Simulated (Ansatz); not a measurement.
`C[SiH2]C[SiH2]F` + `CBS` → `CBS[SiH2]C` + `C[SiH2]F`  (ligand exchange at the Si–C bond)

Calculated with Ansatz (gas phase, PBE0-D4/def2-TZVP geometries, no zero-point term in ΔE). CBS: MP2 limit from def2 TZ/QZ plus the TZ coupled-cluster correction, frozen cores. Functionals use def2-TZVPP. B3LYP here is the variant with VWN-RPA as its local correlation; programs differ in this. Each species was taken in one conformer, which may not be the lowest.

(1) Is it downhill or uphill in electronic energy at CCSD(T)/CBS, and by how much? (Best estimate.)

(2) What do these levels give: B3LYP-D4, r2SCANh, CAM-B3LYP, CCSD/def2-SVP, CCSD/def2-TZVPP, HF/CBS(def2)? (Estimate.)

Largest T1 diagnostic among the species: 0.013.

Results:

(1) Ansatz gave: Downhill: ΔE = -0.54 eV.

(2) Ansatz gave: B3LYP-D4 -0.55, r2SCANh -0.55, CAM-B3LYP -0.51, CCSD/def2-SVP -0.47, CCSD/def2-TZVPP -0.50, HF/CBS(def2) -0.54 eV.

At CCSD(T), def2-SVP lies +0.07 eV from the extrapolated value and def2-TZVPP +0.03 eV. Leaving LDA and LC-ωPBE aside and taking each functional with its dispersion term where it has one, the values, not all of them listed here, spread over 0.05 eV, from B97M-V to CAM-B3LYP-D4. LDA lies +0.03 eV from PBE without D4.
